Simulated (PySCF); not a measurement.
## UHF on Bi⁺ (bismuth, charge +1)

Configuration: [Xe] 4f14 5d10 6s2 6p1 6d1, one real determinant (an excited configuration). Calculation: PySCF 2.14, in aug-cc-pVQZ-PP with ECP60MDF (7s7p5d3f2g, 92 functions); a scalar-relativistic core potential.

```
Total energy                                                  : -212.959382 hartree
One-electron energy                                           : -363.0566 hartree
Hartree (Coulomb) energy                                      : 165.8515 hartree
Exchange energy                                               : -15.7543 hartree
⟨S²⟩                                                          : 2.0058
⟨L²⟩                                                          : 8.020
Sum of ⟨r⟩                                                    : 32.05 bohr
Sum of ⟨r²⟩                                                   : 73.35 bohr²
Traceless quadrupole moment −½Σ⟨3z² − r²⟩ along its main axis : 5.11 e·bohr²
```

| shell | electrons | mean orbital energy (eV) | spread (eV) | rms radius, mean of both spins (bohr) |
| --- | --- | --- | --- | --- |
| 5s α | 1 | -193.85 | 0 | 0.899 |
| 5s β | 1 | -193.65 | 0 | 0.899 |
| 5p α | 3 | -127.88 | 0.164 | 1.02 |
| 5p β | 3 | -127.72 | 0.535 | 1.02 |
| 5d α | 5 | -47.633 | 0.437 | 1.31 |
| 5d β | 5 | -47.429 | 0.671 | 1.31 |
| 6s α | 1 | -29.514 | 0 | 2.26 |
| 6s β | 1 | -27.280 | 0 | 2.26 |
| 6p α | 1 | -17.919 | 0 | 2.86 |
| 6d α | 1 | -6.254 | 0 | 5.46 |

⟨L²⟩ = 8.02 against 12 for a pure F term, so this real determinant mixes terms. Energies and moments cover only the electrons outside the core potential. Spin-orbit coupling, absent here, splits the open shell strongly. The outer electron is Rydberg-like, and this basis confines it to a smaller radius and binds it less than a complete one would.
